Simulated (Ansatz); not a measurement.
# Nudged elastic band run: CH$_{8}$MgO$_{2}$Si

Input:

```yaml
crystal:
  periodic: [false, false, false]
  atoms:
    - { symbol: Mg, position_ang: [0.034412, -0.820416, 0.082271] }
    - { symbol: O, position_ang: [0.625991, -0.828696, -1.939334] }
    - { symbol: C, position_ang: [-0.171993, -2.417048, 1.429082] }
    - { symbol: H, position_ang: [0.542403, 0.170396, -1.792341] }
    - { symbol: O, position_ang: [-0.01013, 1.029483, -0.389109] }
    - { symbol: Si, position_ang: [-0.374549, 2.619205, -0.096167] }
    - { symbol: H, position_ang: [1.478667, -1.010918, -2.371241] }
    - { symbol: H, position_ang: [-0.251889, -2.071256, 2.48184] }
    - { symbol: H, position_ang: [0.688256, -3.119681, 1.383321] }
    - { symbol: H, position_ang: [-1.083874, -3.016914, 1.217378] }
    - { symbol: H, position_ang: [-0.506439, 2.902426, 1.383444] }
    - { symbol: H, position_ang: [0.702526, 3.532308, -0.637351] }
    - { symbol: H, position_ang: [-1.673382, 3.031112, -0.751892] }
basis:
  gaussian: { orbitals: def2-SVP }
hamiltonian:
  xc: pbe
neb:
  order_check: false
  images: 7
  f_tol: 0.05
  max_iterations: 60
  final_atoms:
    - { symbol: Mg, position_ang: [0.00748957, -0.82105084, 0.09780114] }
    - { symbol: O, position_ang: [0.55068385, -0.82804077, -1.93481465] }
    - { symbol: C, position_ang: [-0.15953379, -2.43517914, 1.42860463] }
    - { symbol: H, position_ang: [0.48006833, 0.17097362, -1.78607536] }
    - { symbol: O, position_ang: [-0.0311851, 1.0312773, -0.36361273] }
    - { symbol: Si, position_ang: [-0.34156099, 2.63690124, -0.09438192] }
    - { symbol: H, position_ang: [1.39203119, -1.01465577, -2.38701477] }
    - { symbol: H, position_ang: [-0.5239742, -2.12211313, 2.43015486] }
    - { symbol: H, position_ang: [0.8142751, -2.94800395, 1.58625974] }
    - { symbol: H, position_ang: [-0.86693198, -3.20568201, 1.05226323] }
    - { symbol: H, position_ang: [-0.44185686, 2.95577326, 1.38048338] }
    - { symbol: H, position_ang: [0.75649811, 3.50309405, -0.66945697] }
    - { symbol: H, position_ang: [-1.63600424, 3.07670714, -0.74030959] }
  initial_path:
    images:
      - { positions_ang: [[0.034412, -0.820416, 0.082271], [0.625991, -0.828696, -1.939334], [-0.171993, -2.417048, 1.429082], [0.542403, 0.170396, -1.792341], [-0.01013, 1.029483, -0.389109], [-0.374549, 2.619205, -0.096167], [1.478667, -1.010918, -2.371241], [-0.251889, -2.071256, 2.48184], [0.688256, -3.119681, 1.383321], [-1.083874, -3.016914, 1.217378], [-0.506439, 2.902426, 1.383444], [0.702526, 3.532308, -0.637351], [-1.673382, 3.031112, -0.751892]] }
      - { positions_ang: [[0.27198793, -0.90558717, 0.1714129], [0.59773595, -0.77797766, -1.92204669], [-0.1626843, -2.46030091, 1.43405784], [0.46826224, 0.20635936, -1.60730122], [0.02924807, 1.03712254, -0.29640974], [-0.36151843, 2.6062414, -0.1345993], [1.36111873, -0.80376229, -2.41723419], [-0.31026255, -2.09571924, 2.45793162], [0.61426876, -3.21949381, 1.4462495], [-1.0579519, -2.95520256, 1.11078378], [-0.49214458, 2.98162705, 1.30339113], [0.69989335, 3.46761213, -0.74268019], [-1.65795426, 2.91908215, -0.80365443]] }
      - { positions_ang: [[0.50956385, -0.99075834, 0.2605548], [0.56948091, -0.72725933, -1.90475937], [-0.15337561, -2.50355382, 1.43903368], [0.39412149, 0.24232271, -1.42226143], [0.06862614, 1.04476208, -0.20371048], [-0.34848787, 2.5932778, -0.1730316], [1.24357047, -0.59660657, -2.46322738], [-0.3686361, -2.12018249, 2.43402323], [0.54028152, -3.31930661, 1.50917799], [-1.0320298, -2.89349111, 1.00418955], [-0.47785017, 3.0608281, 1.22333826], [0.69726069, 3.40291627, -0.84800938], [-1.64252652, 2.8070523, -0.85541686]] }
      - { positions_ang: [[0.74713978, -1.07592951, 0.3496967], [0.54122586, -0.67654099, -1.88747206], [-0.14406691, -2.54680672, 1.44400952], [0.31998073, 0.27828607, -1.23722165], [0.10800421, 1.05240162, -0.11101122], [-0.3354573, 2.5803142, -0.2114639], [1.1260222, -0.38945086, -2.50922057], [-0.42700966, -2.14464573, 2.41011485], [0.46629428, -3.41911942, 1.57210649], [-1.00610771, -2.83177967, 0.89759533], [-0.46355575, 3.14002915, 1.14328539], [0.69462804, 3.3382204, -0.95333857], [-1.62709878, 2.69502246, -0.9071793]] }
      - { positions_ang: [[0.98471571, -1.16110068, 0.4388386], [0.51297082, -0.62582265, -1.87018474], [-0.13475822, -2.59005963, 1.44898536], [0.24583998, 0.31424943, -1.05218187], [0.14738228, 1.06004116, -0.01831196], [-0.32242674, 2.56735059, -0.2498962], [1.00847394, -0.18229514, -2.55521376], [-0.48538321, -2.16910898, 2.38620646], [0.39230704, -3.51893223, 1.63503498], [-0.98018561, -2.77006823, 0.79100111], [-0.44926133, 3.21923021, 1.06323251], [0.69199539, 3.27352454, -1.05866777], [-1.61167104, 2.58299261, -0.95894173]] }
      - { positions_ang: [[0.74040917, -1.07608822, 0.35357923], [0.52239908, -0.67637718, -1.88634222], [-0.14095211, -2.55133951, 1.44389018], [0.30439707, 0.27843048, -1.23565524], [0.10274043, 1.0528502, -0.10463715], [-0.3272103, 2.58473825, -0.21101763], [1.10436325, -0.3903853, -2.51316401], [-0.49503096, -2.15736002, 2.39719356], [0.49779905, -3.37620016, 1.62284117], [-0.9518722, -2.87897167, 0.85631664], [-0.44741022, 3.15336597, 1.14254523], [0.70812107, 3.33091692, -0.96136507], [-1.61775434, 2.70642124, -0.90428369]] }
      - { positions_ang: [[0.49610264, -0.99107576, 0.26831987], [0.53182733, -0.72693171, -1.9024997], [-0.147146, -2.51261939, 1.438795], [0.36295416, 0.24261152, -1.41912861], [0.05809859, 1.04565923, -0.19096235], [-0.33199386, 2.60212591, -0.17213906], [1.20025256, -0.59847545, -2.47111427], [-0.50467871, -2.14561105, 2.40818066], [0.60329107, -3.23346809, 1.61064736], [-0.92355879, -2.98787512, 0.92163217], [-0.4455591, 3.08750173, 1.22185795], [0.72424675, 3.38830929, -0.86406237], [-1.62383764, 2.82984987, -0.84962566]] }
      - { positions_ang: [[0.2517961, -0.9060633, 0.1830605], [0.54125559, -0.77748624, -1.91865717], [-0.15333989, -2.47389926, 1.43369981], [0.42151124, 0.20679257, -1.60260199], [0.01345674, 1.03846827, -0.27728754], [-0.33677743, 2.61951358, -0.13326049], [1.29614187, -0.80656561, -2.42906452], [-0.51432645, -2.13386209, 2.41916776], [0.70878308, -3.09073602, 1.59845355], [-0.89524539, -3.09677857, 0.9869477], [-0.44370798, 3.02163749, 1.30117067], [0.74037243, 3.44570167, -0.76675967], [-1.62992094, 2.95327851, -0.79496762]] }
      - { positions_ang: [[0.00748957, -0.82105084, 0.09780114], [0.55068385, -0.82804077, -1.93481465], [-0.15953379, -2.43517914, 1.42860463], [0.48006833, 0.17097362, -1.78607536], [-0.0311851, 1.0312773, -0.36361273], [-0.34156099, 2.63690124, -0.09438192], [1.39203119, -1.01465577, -2.38701477], [-0.5239742, -2.12211313, 2.43015486], [0.8142751, -2.94800395, 1.58625974], [-0.86693198, -3.20568201, 1.05226323], [-0.44185686, 2.95577326, 1.38048338], [0.75649811, 3.50309405, -0.66945697], [-1.63600424, 3.07670714, -0.74030959]] }
```

Command:

```bash
$ ansatz run input.yaml --threads 2 --pin off --max-ram 3072MiB --backend cpu --events-out ev --progress --plain --runs-dir out
```

Output, in part (warnings, iteration lines, the closing report on the highest movable image, with atoms numbered from 0):

```
NEB end point (image 0): max|allowed force component| = 2.738e-2 eV/Å (the criterion of neb.relax_end_points is 1.000e-2)
NEB end point (image 8): max|allowed force component| = 1.320e-2 eV/Å (the criterion of neb.relax_end_points is 1.000e-2)
WARN: NEB: the barrier is in doubt: the path turns back at the climbing image. Check it with more images (neb.images), a lower neb.f_tol or relaxed end points
NEB iter   1: max|band force component| = 5.216e0 eV/Å  barrier→ = 1.7040 eV  barrier← = 1.7046 eV  Δτ_max = 0.2000 Å  (244 SCF iters)
NEB iter   2: max|band force component| = 1.973e0 eV/Å  barrier→ = 0.7692 eV  barrier← = 0.7699 eV  Δτ_max = 0.2000 Å  (210 SCF iters)
NEB iter   3: max|band force component| = 1.164e0 eV/Å  barrier→ = 0.5229 eV  barrier← = 0.5236 eV  Δτ_max = 0.2000 Å  (209 SCF iters)
NEB iter   4: max|band force component| = 6.131e-1 eV/Å  barrier→ = 0.3284 eV  barrier← = 0.3291 eV  Δτ_max = 0.2000 Å  (203 SCF iters)
NEB iter   5: max|band force component| = 5.188e-1 eV/Å  barrier→ = 0.2006 eV  barrier← = 0.2013 eV  Δτ_max = 0.1962 Å  (203 SCF iters)
NEB iter   6: max|band force component| = 5.510e-1 eV/Å  barrier→ = 0.1355 eV  barrier← = 0.1362 eV  Δτ_max = 0.1969 Å  (205 SCF iters)
NEB iter   7: max|band force component| = 6.100e-1 eV/Å  barrier→ = 0.0869 eV  barrier← = 0.0875 eV  Δτ_max = 0.0997 Å  (201 SCF iters)
NEB iter   8: max|band force component| = 6.637e-1 eV/Å  barrier→ = 0.0557 eV  barrier← = 0.0563 eV  Δτ_max = 0.0503 Å  (203 SCF iters)
NEB iter   9: max|band force component| = 7.721e-1 eV/Å  barrier→ = 0.0278 eV  barrier← = 0.0284 eV  Δτ_max = 0.0250 Å  (206 SCF iters)
NEB iter  10: max|band force component| = 3.992e-1 eV/Å  barrier→ = 0.0231 eV  barrier← = 0.0237 eV  CI = image 5  Δτ_max = 0.0501 Å  (209 SCF iters)
NEB iter  11: max|band force component| = 2.273e-1 eV/Å  barrier→ = 0.0177 eV  barrier← = 0.0183 eV  CI = image 5  Δτ_max = 0.0499 Å  (208 SCF iters)
NEB iter  12: max|band force component| = 1.181e-1 eV/Å  barrier→ = 0.0127 eV  barrier← = 0.0133 eV  CI = image 5  Δτ_max = 0.0502 Å  (209 SCF iters)
NEB iter  13: max|band force component| = 7.046e-2 eV/Å  barrier→ = 0.0070 eV  barrier← = 0.0076 eV  CI = image 5  Δτ_max = 0.0499 Å  (207 SCF iters)
NEB iter  14: max|band force component| = 4.968e-2 eV/Å  barrier→ = 0.0041 eV  barrier← = 0.0047 eV  CI = image 5  Δτ_max = 0.0277 Å  (210 SCF iters)
NEB iter  15: max|band force component| = 9.309e-2 eV/Å  barrier→ = 0.0027 eV  barrier← = 0.0033 eV  CI = image 5  Δτ_max = 0.0139 Å  (30 SCF iters)
NEB iter  16: max|band force component| = 4.437e-2 eV/Å  barrier→ = 0.0022 eV  barrier← = 0.0028 eV  CI = image 5  Δτ_max = 0.0000 Å  (394 SCF iters)
Total energy: -18564.27399992 eV, -682.2244861804 hartree
Atom 0 at     0.051521    -0.819578     0.100734 Å, force     0.005081     0.006246     0.004204 eV/Å
Atom 1 at     0.701498    -0.806184    -1.895098 Å, force    -0.032676    -0.040696     0.014570 eV/Å
Atom 2 at    -0.198280    -2.429387     1.424546 Å, force     0.012058     0.000444     0.012011 eV/Å
Atom 3 at     0.625954     0.192628    -1.732898 Å, force     0.026310     0.003027    -0.025279 eV/Å
Atom 4 at     0.042334     1.038187    -0.354396 Å, force    -0.032948     0.009371     0.006744 eV/Å
Atom 5 at    -0.400492     2.620091    -0.124825 Å, force     0.012578    -0.007900     0.000221 eV/Å
Atom 6 at     1.556223    -1.004307    -2.315128 Å, force     0.014115     0.034524    -0.005314 eV/Å
Atom 7 at    -0.149123    -2.109804     2.487717 Å, force    -0.002714    -0.002018    -0.006964 eV/Å
Atom 8 at     0.581495    -3.209314     1.284273 Å, force    -0.003821     0.003151     0.001124 eV/Å
Atom 9 at    -1.179693    -2.932357     1.285448 Å, force    -0.005095    -0.001181    -0.002236 eV/Å
Atom 10 at    -0.485872     2.976430     1.342147 Å, force    -0.000511    -0.003751    -0.000904 eV/Å
Atom 11 at     0.601227     3.557105    -0.760255 Å, force     0.004991     0.000444     0.000452 eV/Å
Atom 12 at    -1.746793     2.926491    -0.742365 Å, force     0.002630    -0.001661     0.001370 eV/Å
Dipole moment:     0.414295    -0.249086    -0.449215 e Å
```

It converged. The band force fell under the threshold earlier too, but the program's further tests of the path sent the band on. The top lies less than 8 meV above the higher end, about what the thresholds resolve: that end is a shoulder or a very shallow well. A vibrational analysis at the climbing image gives no mode beyond 40i cm⁻¹: the surface is too flat there to confirm a saddle point.

Final band:

```
image  path coordinate (Å)  energy (eV)
    0                 0.00        0.000
    1                 0.15        0.000
    2                 0.31        0.001
    3                 0.46        0.001
    4                 0.61        0.001
    5                 0.74        0.002
    6                 1.03        0.000
    7                 1.33       -0.001
    8                 1.63       -0.001
```

Time of the run: 4.6 min on 2 threads of Arm Neoverse V1, with other jobs on the host, peak memory 0.16 GiB.
